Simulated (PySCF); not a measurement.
A geometry optimisation, step by step.

CH7ClSi2.
Bonds: C1–Si2, Si2–Si3, Si3–Cl4. Hydrogens: H5, H6, H7 on C1; H8, H9 on Si2; H10, H11 on Si3.

Method: PBE0-D3(BJ)/def2-SVP geometry optimisation, gas phase in PySCF 2.14.0; density fitting, grid level 1; the optimiser is geomeTRIC in internal coordinates, started from a GFN2-xTB structure with every atom displaced at random (about 0.01 Å). The frame can shift and turn from step to step; on so coarse a grid that alone can change the energy by a few meV, and forces under 0.02 eV/Å are noise.

Step 0: E = -29408.6331 eV, largest atomic force 1.266 eV/Å
```
atom  x, y, z in Å  |  force x, y, z in eV/Å
C1     -1.631    0.112    0.600   -0.188   0.977  -0.782
Si2    -0.324   -0.627   -0.526   -0.555   0.191   0.693
Si3     1.684    0.440   -0.145    0.693  -0.142   0.395
Cl4     3.282   -0.830   -0.477    0.224  -0.367  -0.141
H5     -1.739    1.202    0.424    0.132  -0.189   0.008
H6     -1.433   -0.014    1.645    0.338  -0.224   1.004
H7     -2.616   -0.303    0.400   -0.388  -0.365  -0.156
H8     -0.269   -2.064   -0.275    0.290  -0.660   0.140
H9     -0.761   -0.458   -1.900   -0.102   0.174  -0.894
H10     1.897    0.930    1.242   -0.296   0.006   0.236
H11     1.946    1.587   -1.003   -0.147   0.598  -0.503
```

Step 1: E = -29408.7740 eV, largest atomic force 0.270 eV/Å
```
atom  x, y, z in Å  |  force x, y, z in eV/Å
C1     -0.415    1.057    0.626   -0.022  -0.077   0.258
Si2     0.914    0.252   -0.437    0.078  -0.048  -0.202
Si3     2.998    1.283   -0.071   -0.251  -0.027  -0.036
Cl4     4.558   -0.035   -0.487   -0.072   0.102   0.022
H5     -0.484    2.134    0.422    0.017   0.084  -0.041
H6     -0.205    0.930    1.704   -0.004   0.001  -0.151
H7     -1.402    0.615    0.419    0.020  -0.026  -0.013
H8      1.070   -1.211   -0.150   -0.065   0.065   0.033
H9      0.551    0.412   -1.886    0.047  -0.054   0.064
H10     3.060    1.709    1.359    0.162  -0.002   0.029
H11     3.142    2.494   -0.935    0.090  -0.017   0.037
```

Step 2: E = -29408.7857 eV, largest atomic force 0.096 eV/Å
```
atom  x, y, z in Å  |  force x, y, z in eV/Å
C1     -0.419    1.053    0.626   -0.034   0.029   0.044
Si2     0.910    0.251   -0.442    0.034   0.004  -0.063
Si3     2.985    1.292   -0.067   -0.092   0.015   0.022
Cl4     4.541   -0.019   -0.500    0.006  -0.015  -0.022
H5     -0.491    2.132    0.416   -0.003  -0.011  -0.003
H6     -0.203    0.928    1.698    0.017  -0.007  -0.022
H7     -1.403    0.603    0.421    0.006  -0.005  -0.002
H8      1.055   -1.206   -0.140   -0.013   0.009   0.030
H9      0.553    0.397   -1.889    0.031  -0.025   0.004
H10     3.101    1.708    1.364    0.044  -0.011  -0.005
H11     3.158    2.503   -0.923    0.005   0.019   0.016
```

Step 3: E = -29408.7889 eV, largest atomic force 0.059 eV/Å
```
atom  x, y, z in Å  |  force x, y, z in eV/Å
C1     -0.424    1.053    0.625   -0.017   0.027  -0.050
Si2     0.910    0.252   -0.441   -0.005   0.015   0.013
Si3     2.979    1.297   -0.064    0.005   0.025   0.016
Cl4     4.527   -0.011   -0.531    0.011  -0.035  -0.033
H5     -0.502    2.130    0.409   -0.008  -0.013   0.007
H6     -0.201    0.932    1.695    0.015  -0.006   0.021
H7     -1.404    0.594    0.423    0.000  -0.001   0.007
H8      1.054   -1.202   -0.123    0.005  -0.005   0.023
H9      0.564    0.382   -1.891    0.017  -0.012  -0.015
H10     3.130    1.697    1.369   -0.001  -0.015  -0.003
H11     3.154    2.518   -0.907   -0.022   0.021   0.013
```

Step 4: E = -29408.7927 eV, largest atomic force 0.142 eV/Å
```
atom  x, y, z in Å  |  force x, y, z in eV/Å
C1     -0.434    1.055    0.621    0.011   0.014  -0.141
Si2     0.912    0.253   -0.431   -0.049   0.023   0.096
Si3     2.973    1.305   -0.058    0.122   0.025  -0.012
Cl4     4.497    0.001   -0.618   -0.006  -0.032  -0.032
H5     -0.528    2.128    0.389   -0.007  -0.014   0.018
H6     -0.201    0.949    1.689    0.002   0.003   0.057
H7     -1.407    0.578    0.428   -0.007   0.003   0.018
H8      1.060   -1.192   -0.080    0.020  -0.015   0.011
H9      0.589    0.352   -1.887   -0.001   0.001  -0.031
H10     3.187    1.661    1.378   -0.043  -0.024   0.003
H11     3.136    2.551   -0.866   -0.043   0.017   0.012
```

Step 5: E = -29408.7967 eV, largest atomic force 0.196 eV/Å
```
atom  x, y, z in Å  |  force x, y, z in eV/Å
C1     -0.450    1.065    0.612    0.038  -0.015  -0.177
Si2     0.917    0.256   -0.408   -0.078   0.023   0.152
Si3     2.974    1.311   -0.051    0.185   0.019  -0.061
Cl4     4.443    0.020   -0.772    0.001  -0.011   0.000
H5     -0.568    2.128    0.352   -0.003  -0.006   0.017
H6     -0.208    0.990    1.681   -0.019   0.017   0.068
H7     -1.411    0.559    0.436   -0.013   0.006   0.021
H8      1.075   -1.176   -0.007    0.023  -0.020  -0.004
H9      0.627    0.304   -1.872   -0.019   0.011  -0.036
H10     3.280    1.586    1.386   -0.069  -0.031   0.012
H11     3.107    2.600   -0.795   -0.046   0.006   0.008
```

Step 6: E = -29408.7998 eV, largest atomic force 0.123 eV/Å
```
atom  x, y, z in Å  |  force x, y, z in eV/Å
C1     -0.452    1.069    0.607    0.030  -0.013  -0.097
Si2     0.919    0.255   -0.401   -0.043   0.016   0.090
Si3     2.981    1.307   -0.051    0.115  -0.001  -0.046
Cl4     4.447    0.020   -0.783   -0.007   0.007   0.005
H5     -0.570    2.130    0.341   -0.001   0.001   0.005
H6     -0.218    1.002    1.679   -0.018   0.015   0.034
H7     -1.413    0.562    0.431   -0.007   0.003   0.009
H8      1.079   -1.176    0.003    0.012  -0.009  -0.002
H9      0.630    0.300   -1.867   -0.013   0.003  -0.018
H10     3.280    1.569    1.390   -0.041  -0.021   0.012
H11     3.104    2.604   -0.784   -0.026   0.000   0.007
```

Step 7: E = -29408.8040 eV, largest atomic force 0.047 eV/Å
```
atom  x, y, z in Å  |  force x, y, z in eV/Å
C1     -0.459    1.084    0.589    0.003   0.006   0.047
Si2     0.924    0.251   -0.382    0.022  -0.003  -0.026
Si3     2.995    1.296   -0.045   -0.025  -0.025  -0.004
Cl4     4.450    0.027   -0.828    0.001   0.022   0.009
H5     -0.576    2.138    0.298    0.002   0.005  -0.015
H6     -0.245    1.047    1.668   -0.010   0.008  -0.018
H7     -1.418    0.572    0.415    0.002   0.000  -0.012
H8      1.085   -1.175    0.040   -0.011   0.004   0.005
H9      0.641    0.277   -1.852   -0.003  -0.010   0.010
H10     3.294    1.510    1.403    0.008  -0.002   0.004
H11     3.095    2.615   -0.740    0.011  -0.003   0.003
```

Step 8: E = -29408.8054 eV, largest atomic force 0.063 eV/Å
```
atom  x, y, z in Å  |  force x, y, z in eV/Å
C1     -0.462    1.093    0.578   -0.003   0.011   0.062
Si2     0.925    0.248   -0.374    0.027  -0.009  -0.041
Si3     3.000    1.289   -0.038   -0.046  -0.021   0.006
Cl4     4.451    0.035   -0.850    0.007   0.017   0.006
H5     -0.576    2.144    0.271    0.002   0.004  -0.017
H6     -0.258    1.072    1.660   -0.004   0.004  -0.023
H7     -1.420    0.580    0.403    0.003   0.000  -0.014
H8      1.081   -1.175    0.061   -0.014   0.005   0.006
H9      0.649    0.260   -1.846    0.002  -0.011   0.012
H10     3.304    1.478    1.412    0.015   0.001   0.002
H11     3.093    2.618   -0.712    0.013  -0.003   0.002
```

Step 9: E = -29408.8090 eV, largest atomic force 0.062 eV/Å
```
atom  x, y, z in Å  |  force x, y, z in eV/Å
C1     -0.471    1.133    0.531   -0.013   0.022   0.056
Si2     0.930    0.231   -0.346    0.017  -0.024  -0.045
Si3     3.011    1.257   -0.006   -0.053  -0.003   0.022
Cl4     4.452    0.077   -0.936    0.010   0.011  -0.005
H5     -0.571    2.165    0.162    0.002  -0.001  -0.010
H6     -0.302    1.174    1.619    0.011  -0.008  -0.019
H7     -1.427    0.615    0.357    0.004   0.000  -0.009
H8      1.056   -1.176    0.148   -0.015   0.004   0.006
H9      0.680    0.187   -1.821    0.012  -0.006   0.009
H10     3.348    1.351    1.447    0.019   0.005  -0.003
H11     3.079    2.630   -0.591    0.006  -0.001  -0.001
```

Step 10: E = -29408.8079 eV, largest atomic force 0.040 eV/Å
```
atom  x, y, z in Å  |  force x, y, z in eV/Å
C1     -0.479    1.172    0.480   -0.013   0.018   0.015
Si2     0.934    0.210   -0.312   -0.010  -0.034  -0.019
Si3     3.017    1.226    0.032   -0.006   0.017   0.005
Cl4     4.432    0.157   -1.060   -0.006  -0.008   0.014
H5     -0.562    2.178    0.040    0.005  -0.002   0.002
H6     -0.338    1.283    1.566    0.017  -0.011  -0.005
H7     -1.432    0.648    0.313    0.002   0.002   0.001
H8      1.024   -1.173    0.254   -0.009   0.003  -0.002
H9      0.722    0.095   -1.789    0.013   0.004   0.000
H10     3.418    1.199    1.472    0.011   0.006  -0.006
H11     3.050    2.645   -0.432   -0.005   0.005  -0.005
```

Step 11: E = -29408.8098 eV, largest atomic force under 0.02 eV/Å
```
atom  x, y, z in Å  |  force x, y, z in eV/Å
C1     -0.473    1.153    0.506   -0.005   0.009   0.006
Si2     0.931    0.217   -0.331    0.001  -0.018  -0.008
Si3     3.010    1.243    0.015   -0.011   0.004   0.007
Cl4     4.443    0.121   -0.998    0.006   0.004  -0.003
H5     -0.562    2.172    0.102    0.001  -0.001   0.001
H6     -0.313    1.225    1.593    0.007  -0.006  -0.002
H7     -1.429    0.634    0.336    0.000   0.002   0.001
H8      1.035   -1.178    0.200   -0.005   0.001   0.000
H9      0.705    0.137   -1.808    0.007   0.001   0.001
H10     3.383    1.278    1.461    0.004   0.003  -0.002
H11     3.057    2.640   -0.512   -0.005   0.001  -0.002
```

Step 12: E = -29408.8101 eV, largest atomic force under 0.02 eV/Å
```
atom  x, y, z in Å  |  force x, y, z in eV/Å
C1     -0.470    1.148    0.510   -0.001   0.003  -0.006
Si2     0.931    0.214   -0.335   -0.001  -0.010   0.001
Si3     3.006    1.246    0.014   -0.003   0.001   0.002
Cl4     4.447    0.126   -0.990    0.008   0.004  -0.003
H5     -0.557    2.171    0.112    0.001  -0.001   0.003
H6     -0.306    1.214    1.596    0.003  -0.004   0.002
H7     -1.428    0.634    0.340   -0.001   0.001   0.003
H8      1.034   -1.183    0.191   -0.002   0.001   0.000
H9      0.704    0.141   -1.812    0.004   0.001  -0.001
H10     3.377    1.291    1.460    0.000   0.001  -0.001
H11     3.049    2.640   -0.521   -0.007   0.002   0.000
```

Q: Summarise the path.

A: The energy falls by 17.07 kJ/mol from step 0 to step 12; nine tenths of that is first reached at step 4. It rises by more than 0.2 meV at step 10. The largest force goes from 1.266 to under 0.02 eV/Å. Among the bonds Si2–H9 changes most, from 1.452 to 1.496 Å; the atoms move by 0.378 Å rms after alignment.

What follows is the cost of the whole optimisation. Time: 46 s of wall time; peak memory 0.42 GiB. Hardware: one thread, Arm Neoverse V1 (aarch64), no GPU, on a shared host.
